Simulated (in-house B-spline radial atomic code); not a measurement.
# LDA VWN5 excitations of Ne IX (Ne8+)

Method: LDA VWN5. Computed with an all-electron radial atomic-structure program (B-spline basis): linear response of the closed shell 1s2 with the functional's adiabatic kernel; non-relativistic, point nucleus, no spin-orbit coupling, no double excitations, S, P, D and F terms only.

Command:
```bash
python run_td.py task.json out
```
Settings (radii: box in bohr, nucleus in fm):
```
Z                        10
electrons                2
configuration            1s2
hamiltonian              nr
method                   lda,vwn
box_radius               11.59
intervals                47
```

Time taken, with all properties: 1 thread of Arm Neoverse N1 (shared host).

The lowest states, in the order of their Tamm-Dancoff energies; the method's threshold (minus the highest occupied level) is 1128.70 eV. Labels give the largest channel, * marks a mixed state, and oscillator strengths are full-response dipole values. Semilocal kernels can invert the small singlet-triplet splittings of Rydberg terms. Energies in eV:

```json
{"state": "1s → 2s 3S", "full response": "879.04", "Tamm-Dancoff": "879.06", "oscillator strength": "-"}
{"state": "1s → 2s 1S", "full response": "888.05", "Tamm-Dancoff": "888.15", "oscillator strength": "-"}
{"state": "1s → 2p 3P", "full response": "890.21", "Tamm-Dancoff": "890.23", "oscillator strength": "-"}
{"state": "1s → 2p 1P", "full response": "896.19", "Tamm-Dancoff": "896.22", "oscillator strength": "0.67"}
{"state": "1s → 3s 3S", "full response": "1023.51", "Tamm-Dancoff": "1023.51", "oscillator strength": "-"}
{"state": "1s → 3s 1S", "full response": "1025.79", "Tamm-Dancoff": "1025.82", "oscillator strength": "-"}
{"state": "1s → 3p 3P", "full response": "1026.99", "Tamm-Dancoff": "1027.00", "oscillator strength": "-"}
{"state": "1s → 3p 1P", "full response": "1028.57", "Tamm-Dancoff": "1028.58", "oscillator strength": "0.134"}
{"state": "1s → 3d 1D", "full response": "1030.35", "Tamm-Dancoff": "1030.35", "oscillator strength": "-"}
{"state": "1s → 3d 3D", "full response": "1030.48", "Tamm-Dancoff": "1030.48", "oscillator strength": "-"}
{"state": "1s → 4s 3S", "full response": "1070.83", "Tamm-Dancoff": "1070.84", "oscillator strength": "-"}
{"state": "1s → 4s 1S", "full response": "?", "Tamm-Dancoff": "?", "oscillator strength": "-"}
{"state": "1s → 4p 3P", "full response": "1072.28", "Tamm-Dancoff": "1072.28", "oscillator strength": "-"}
{"state": "1s → 4p 1P", "full response": "1072.92", "Tamm-Dancoff": "1072.93", "oscillator strength": "0.0502"}
{"state": "1s → 4d 1D", "full response": "1073.58", "Tamm-Dancoff": "1073.58", "oscillator strength": "-"}
{"state": "1s → 4d 3D", "full response": "1073.61", "Tamm-Dancoff": "1073.61", "oscillator strength": "-"}
{"state": "1s → 4f 1F", "full response": "1074.19", "Tamm-Dancoff": "1074.19", "oscillator strength": "-"}
{"state": "1s → 4f 3F", "full response": "?", "Tamm-Dancoff": "?", "oscillator strength": "-"}
```

Where does 1s → 4s 1S lie?

At 1071.74 eV in full response, 1071.75 eV in Tamm-Dancoff.

Where does 1s → 4f 3F lie?

At 1074.20 eV in full response, 1074.20 eV in Tamm-Dancoff.

How large is the singlet-triplet splitting of 1s → 2s (S terms) in Tamm-Dancoff?

9.09 eV, from the unrounded values.

What polarisabilities and dispersion coefficient does the method give?

Dipole 0.001078 bohr³, quadrupole 4.223e-05 bohr⁵, C6 3.366e-05 hartree·bohr⁶ for two such species.
